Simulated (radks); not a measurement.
Ionisation of the argon ion Ar2+, [Ne] 3s2 3p4, to [Ne] 3s2 3p3 as the strength of local exchange is varied. Calculated with a radial shooting solver on a logarithmic mesh with Libxc functionals: scalar-relativistic Kohn-Sham, Slater X-alpha exchange (alpha = 2/3 is LDA exchange), no correlation, spin-polarised, spherical densities, finite nucleus; open shells are filled with parallel spins first; Fermi nuclear charge, rms radius 3.4274 fm.

alpha  E(Ar2+) (hartree)  exchange (hartree)  IE (eV)  -e of the level emptied (eV)  <r> of it (bohr)
0.606         -522.42256           -24.61350   37.847                   31.430 (3p)             1.503
0.736         -527.72568           -30.13580   39.803                   33.422 (3p)             1.473
0.737         -527.76664           -30.17861   39.818                   33.437 (3p)             1.473
0.756         -528.54534           -30.99296   40.109                   33.734 (3p)             1.468
0.874         -533.40197           -36.09132   41.942                   35.610 (3p)             1.442
0.952         -536.63162           -39.50000   43.180                   36.879 (3p)             1.425
x             -524.90562           -27.19410   38.757                   32.356 (3p)             1.489

Which alpha was used in the last row?

Answer. alpha = 0.667. NIST Atomic Spectra Database: 40.74 eV (semi-empirical). The Delta-SCF value meets it near alpha = 0.80. Open shells are spherical and high-spin; term and fine-structure splittings are not resolved.
